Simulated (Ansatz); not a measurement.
Program: Ansatz. Geometries: PBE0-D4/def2-TZVP. ΔE: electronic, gas phase. CCSD(T)/CBS adds triple-zeta CCSD(T) − MP2 to the extrapolated MP2 energy (def2 sets, frozen cores). Functionals use def2-TZVPP. For Zn outer-core shells are correlated without core-valence functions, which leaves a few kJ/mol of doubt a bond. Scalar relativity is left out up to krypton. Each species was taken in one conformer, which may not be the lowest.

Consider the substitution at a C–Zn bond: `[CH3][Zn][CH2]S` + `BNCC` → `BN(C)CC` + `S[CH2][ZnH]`.

```tsv
species	PBE energy (Eh)
`[CH3][Zn][CH2]S`	-2256.88839
`BNCC`	-160.48599
`BN(C)CC`	-199.74563
`S[CH2][ZnH]`	-2217.60509
```

**Question.** Work out ΔE.

**Answer.** ΔE = (-199.74563) + (-2217.60509) − (-2256.88839) − (-160.48599) = 0.02366 Eh = +62.1 kJ/mol. CCSD(T)/CBS gives +60.4 kJ/mol.

Largest T1 diagnostic among the species: 0.014.

The D4 term adds −7.3 kJ/mol with B3LYP and −3.8 kJ/mol with PBE0; it sums over pairs of atoms, weighted by their polarisabilities, and B3LYP, whose exchange is more repulsive, gets the larger term.

B3LYP here is the variant with VWN-RPA as its local correlation; programs differ in this.
